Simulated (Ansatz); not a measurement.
**Relative stability**

The two ends of one reaction step of Si2H4F2, closed shell (PBE0-D4/def2-TZVP).

A:

```
8
angstrom
Si -1.2461 -1.3608 -0.9865
F -0.1762 -1.8504 -2.0755
F -2.0757 -0.2931 -1.8481
H 0.4445 0.6301 -0.4729
Si 0.7022 0.7016 0.9963
H -0.5841 0.9487 1.6918
H 1.6521 1.8126 1.2560
H 1.2834 -0.5889 1.4391
```

B:

Si1  (-0.281, -0.347, -1.051)
F2  (-0.627, -1.902, -1.004)
F3  (-1.606, 0.412, -1.506)
H4  (0.726, -0.153, -2.121)
Si5  (0.343, 0.381, 1.086)
H6  (-0.756, 0.124, 2.051)
H7  (0.637, 1.837, 1.035)
H8  (1.565, -0.351, 1.510)
(Å)

Computed with Ansatz 0.2.0 (basis: def2-TZVPP); correlated methods freeze the cores. B3LYP uses VWN-RPA correlation.

Problem. Which structure is lower at CCSD(T), and by how much? (To be estimated.)

Solution. The calculation gives: B, by 29.24 kcal/mol (electronic energy, against the other). By their contacts, A is a complex of SiF₂ + SiH₄ and B is Si₂H₄F₂ ([F][SiH]([F])[SiH3]).

All methods give the same order:

```tsv
method	E(B) − E(A) (kcal/mol)
SPW92	-31.57
PBE-D4	-28.93
BLYP-D4	-24.29
r2SCAN-D4	-33.40
B97M-V	-30.40
PBE0-D4	-32.43
B3LYP-D4	-27.64
r2SCAN0-D4	-34.65
BHLYP-D4	-31.16
CAM-B3LYP-D4	-28.96
wB97X-V	-31.67
wB97M-V	-25.74
B2PLYP	-28.71
PBE-QIDH	-34.18
RPA on PBE	-26.65
HF	-31.97
MP2	-30.98
CCSD	-29.59
CCSD(T)	-29.24
```

The T1 diagnostic stays at or below 0.014.

Labels in which every atom is bracketed show which atoms are joined, not bond orders.

For scale, one of the runs: CCSD(T)/def2-TZVPP, 202 basis functions, launched by `ansatz run in.yaml --threads 4 --pin off --events-out ev --progress --plain --max-ram 9574MiB`. Hardware: 4 CPU threads of an Intel Xeon, shared host. Wall time 64 s; peak host memory 2.4 GiB.
